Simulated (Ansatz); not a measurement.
C2H9GaS can be A, `C[S+](C)[GaH3-]`, or B, `[CH3][GaH-]([CH3])[SH2+]`.

Calculated with Ansatz (gas phase, PBE0-D4/def2-TZVP geometries, no zero-point term in ΔE). CCSD(T)/CBS adds triple-zeta CCSD(T) − MP2 to the extrapolated MP2 energy (def2 sets, frozen cores). DFT in def2-TZVPP. For Ga outer-core shells are correlated without core-valence functions, which leaves a few kJ/mol of doubt a bond. Scalar relativity is left out up to krypton. One conformer a species, not always the lowest.

A:

Z-matrix (Å, degrees):
```
C
S 1 1.794
H 1 1.090 2 110.0
H 1 1.091 2 110.0 3 -122.5
H 1 1.090 2 107.0 3 118.9
C 2 1.794 1 100.5 3 65.4
Ga 2 2.483 1 100.1 3 167.8
H 6 1.090 2 107.0 1 175.9
H 6 1.091 2 110.0 1 57.2
H 6 1.090 2 110.0 1 -65.3
H 7 1.577 2 98.8 1 67.7
H 7 1.577 2 98.8 1 -170.5
H 7 1.587 2 95.0 1 -51.4
```

B:

```xyz
13

C     0.716    0.161   -1.615
Ga   -0.220    0.741    0.038
C    -1.902   -0.167    0.568
S     1.363   -0.463    1.806
H     1.757    0.492   -1.641
H     0.692   -0.925   -1.738
H     0.218    0.595   -2.488
H     0.097    2.179    0.622
H    -2.734    0.239   -0.016
H    -1.866   -1.242    0.375
H    -2.139   -0.010    1.623
H     1.506   -1.628    1.153
H     2.513    0.026    1.313
```

Problem. Which is lower in electronic energy at CCSD(T)/CBS, and by how much? (Estimate.)

Solution. The calculation gave: B, by 42.4 kJ/mol.

Problem. Give E(B) − E(A) in kJ/mol with CCSD(T)/def2-SVP, PBE0-D4, MP2/def2-TZVPP, ωB97M-V, CCSD/def2-TZVPP, B2PLYP, PBE-D4. (An estimate is asked.)

Solution. Computed: CCSD(T)/def2-SVP -48.1, PBE0-D4 -32.1, MP2/def2-TZVPP -49.8, ωB97M-V -38.3, CCSD/def2-TZVPP -49.0, B2PLYP -42.7, PBE-D4 -31.6. None reverses the order clearly.

Problem. Does the order hold for the free energy at 298.15 K (harmonic terms from PBE0-D4)? (An estimate is asked.)

Solution. Ansatz gave: Yes: G(B) − G(A) = -52.9 kJ/mol, for one conformer each.

Largest T1 diagnostic: 0.012.

The D4 term adds +5.2 kJ/mol with B3LYP and +2.3 kJ/mol with PBE0; it sums over pairs of atoms, weighted by their polarisabilities, and B3LYP, whose exchange is more repulsive, gets the larger term. From BLYP to BHLYP (50 % exact exchange), in def2-TZVPP and without D4, E(B) − E(A) moves by +5.0 kJ/mol.

B3LYP here is the variant with VWN-RPA as its local correlation; programs differ in this.
